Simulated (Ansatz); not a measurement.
The cluster Rb4⁻, relaxed as a doublet with UKS PBE/def2-TZVPD in Ansatz, starting from the GFN2-xTB geometry. Force threshold 0.02 eV/Å.

In the def2 sets Rb takes a core potential; there is no spin–orbit coupling. The highest occupied level of the charge -1 doublet lies above zero (up to 0.15 eV). By energy differences its removal costs 0.90 eV (vertical, to the charge 0 singlet, at PBE/def2-TZVPD); a positive level beside a positive removal energy at the same level points to self-interaction error. The relaxation made no stability test and no search for a lower SCF solution. The structure comes from a short search, and lower isomers may exist.

Start:

```tsv
atom	x (Å)	y (Å)	z (Å)
Rb1	1.599	0.152	-2.154
Rb2	-0.701	-2.213	0.884
Rb3	-2.394	1.455	-0.925
Rb4	1.495	0.607	2.196
```

| step | energy (eV) | largest force component (eV/Å) | SCF passes |
| --- | --- | --- | --- |
| 1 | -2622.9435 | 0.469 | 57 |
| 2 | -2622.9912 | 0.408 | 39 |
| 3 | -2623.1345 | 0.195 | 38 |
| 4 | -2623.1934 | 0.070 | 38 |
| 5 | -2623.2197 | 0.050 | 37 |
| 6 | -2623.2433 | 0.051 | 34 |
| 7 | -2623.2705 | 0.049 | 42 |
| 8 | -2623.2999 | 0.044 | 47 |
| 9 | -2623.3278 | 0.039 | 29 |
| 10 | -2623.3528 | 0.033 | 29 |
| 11 | -2623.3734 | 0.025 | 28 |
| 12 | -2623.3890 | 0.016 | 28 |
| 13 | -2623.3995 | 0.009 | 26 |
| 14 | -2623.4040 | 0.008 | 26 |
| 15 | -2623.4044 | 0.005 | 22 |

Force components are those of the run's own axes.

End:

```tsv
atom	x (Å)	y (Å)	z (Å)
Rb1	1.4094	1.3524	-1.5327
Rb2	-1.4030	-1.3737	1.5211
Rb3	-3.2360	0.5066	-2.5027
Rb4	3.2296	-0.4853	2.5143
```

Bonds lost: Rb3–Rb4 (atoms count from 1).

The force fell under the threshold at step 12, but the optimiser went on and released 0.015 eV more. No frequencies were taken in this run, so the end may be a saddle point.

Hardware: 4 threads of Arm Neoverse V1 on a shared host. Wall time 46 s.
